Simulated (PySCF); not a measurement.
Sn(Br)(OH)2(NH2) (BrH4NO2Sn), SMILES [OH][Sn]([OH])([Br])[NH2].

The structure is a stationary point at PBE-D3(BJ)/def2-SVP. The structure was generated by enumeration; whether it is a known compound was not checked. The def2 effective core potentials stand for the cores of Sn; spin–orbit coupling is left out. Other conformers were not sampled.

Level of theory: IEF-PCM-ωB97X/def2-SVP (PySCF).

The values are the electrostatic part of the solvation free energy, E(continuum) − E(gas) at the gas-phase geometry, in a cavity of scaled van der Waals radii (PySCF's table); cavitation and dispersion terms are not included. A continuum can't describe solvent molecules that bind to the metal. In vacuum the orbital gap is 10.63 eV. The dipole moment in vacuum is 0.74 D.

Computed values in water (ε = 78.36), ethylethanoate (ε = 5.99), chlorobenzene (ε = 5.70):
```json
[
 {"solvent": "water", "ε": "78.36", "ΔG(elec) (kcal/mol)": "-11.4", "dipole (D)": "0.96", "gap (eV)": "10.62"},
 {"solvent": "ethylethanoate", "ε": "5.99", "ΔG(elec) (kcal/mol)": "-8.8", "dipole (D)": "0.92", "gap (eV)": "10.62"},
 {"solvent": "chlorobenzene", "ε": "5.70", "ΔG(elec) (kcal/mol)": "-8.6", "dipole (D)": "0.92", "gap (eV)": "10.62"}
]
```
